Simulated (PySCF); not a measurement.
Here is a job for PySCF.
```python
from pyscf import gto, scf, dft

mol = gto.Mole()
mol.atom = '''
    Si    0.585733    0.311149   -0.009277
    Cl    1.136410   -1.155739   -1.333335
    Cl    0.925187   -0.434710    1.868450
    B    -1.310996    0.776133   -0.284963
    C    -2.436335   -0.223334    0.165942
    C    -1.701457    2.136987   -0.968331
    H     1.634866    1.325526   -0.166791
    H    -2.235874   -0.683594    1.132427
    H    -2.460134   -1.051220   -0.546551
    H    -3.438560    0.199306    0.189439
    H    -2.721939    2.176059   -1.342913
    H    -1.029922    2.426276   -1.774607
    H    -1.614116    2.926603   -0.218930
'''
mol.basis = 'def2-sv(p)'
mol.charge = 0
mol.spin = 0
mol.verbose = 4
mol.max_memory = 1800
mol.build()

mf = dft.RKS(mol)
mf.xc = 'b3lyp'
mf = mf.density_fit(auxbasis='def2-universal-jkfit')
mf.kernel()
```

Task: What does this run give for the Mulliken (on the basis functions themselves) charges in atom order, HOMO-LUMO gap, total energy, nuclear repulsion energy, HOMO energy, dipole moment?

Result: 
```json
{
  "Mulliken (on the basis functions themselves) charges in atom order": "Si1 0.50, Cl2 -0.25, Cl3 -0.24, B4 -0.18, C5 -0.28, C6 -0.28, H7 -0.02, H8 0.12, H9 0.14, H10 0.11, H11 0.11, H12 0.12, H13 0.14",
  "HOMO-LUMO gap": "5.51 eV",
  "total_energy": "-1314.8415 Eh",
  "nuclear_repulsion_energy": "408.6153 Eh",
  "HOMO energy": "-7.63 eV",
  "dipole_moment": "2.64 D"
}
```
